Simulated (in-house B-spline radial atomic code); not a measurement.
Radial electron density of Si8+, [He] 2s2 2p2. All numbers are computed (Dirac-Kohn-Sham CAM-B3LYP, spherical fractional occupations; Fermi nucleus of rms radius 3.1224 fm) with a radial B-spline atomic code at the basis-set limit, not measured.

Caution: exact exchange at fractional occupations of open shells leaves self-interaction of up to several eV.

Columns: r (bohr), 4πr²n(r) (electrons per bohr), bar.

```
 0.00412   0.3537 #
  0.0048   0.4702 #
 0.00558   0.6207 ##
  0.0065   0.8195 ##
 0.00756    1.074 ###
  0.0088    1.404 ####
  0.0102     1.81 #####
  0.0119    2.346 #######
  0.0139    3.021 ########
  0.0161    3.805 ###########
  0.0188    4.802 #############
  0.0218    5.927 #################
  0.0254    7.263 ####################
  0.0296    8.756 ########################
  0.0344    10.33 #############################
    0.04    11.92 #################################
  0.0465    13.42 #####################################
  0.0542    14.69 #########################################
   0.063    15.53 ###########################################
  0.0733    15.79 ############################################
  0.0853    15.36 ###########################################
  0.0993    14.23 ########################################
   0.116    12.48 ###################################
   0.134    10.58 #############################
   0.156    8.647 ########################
   0.182    7.182 ####################
   0.212    6.512 ##################
   0.246    6.652 ###################
   0.287    7.376 #####################
   0.334    8.179 #######################
   0.388    8.535 ########################
   0.452    8.085 #######################
   0.525    6.814 ###################
   0.611        5 ##############
   0.711    3.143 #########
   0.828    1.652 #####
   0.963   0.7162 ##
    1.12   0.2485 #
     1.3  0.06826 
    1.52  0.01295 
    1.76 0.001926
```

On this grid the curve has 2 maxima, near 0.0733, 0.388 bohr.

The 2s1/2 radial function P(r) = rR(r), positive near the nucleus, with its small component Q(r) (sign convention: Q ≈ (P' + κP/r)/2c):

| r (bohr) | P | Q |
| --- | --- | --- |
| 0.00143 | 0.04391 | -0.002262 |
| 0.00193 | 0.05875 | -0.003032 |
| 0.00262 | 0.07885 | -0.004078 |
| 0.00354 | 0.105 | -0.005444 |
| 0.0048 | 0.1396 | -0.007265 |
| 0.0065 | 0.1842 | -0.009635 |
| 0.0088 | 0.2409 | -0.01269 |
| 0.0119 | 0.311 | -0.01654 |
| 0.0161 | 0.3949 | -0.02129 |
| 0.0218 | 0.4904 | -0.02696 |
| 0.0296 | 0.59 | -0.03341 |
| 0.04 | 0.675 | -0.03997 |
| 0.0542 | 0.7191 | -0.04586 |
| 0.0733 | 0.6803 | -0.04951 |
| 0.0993 | 0.5093 | -0.04911 |
| 0.134 | 0.1733 | -0.04303 |
| 0.182 | -0.3341 | -0.03041 |
| 0.246 | -0.9026 | -0.01352 |
| 0.334 | -1.358 | 0.003507 |
| 0.452 | -1.477 | 0.01434 |
| 0.611 | -1.196 | 0.01586 |
| 0.828 | -0.6885 | 0.01049 |
| 1.12 | -0.2617 | 0.004272 |
| 1.52 | -0.05703 | 0.0009704 |
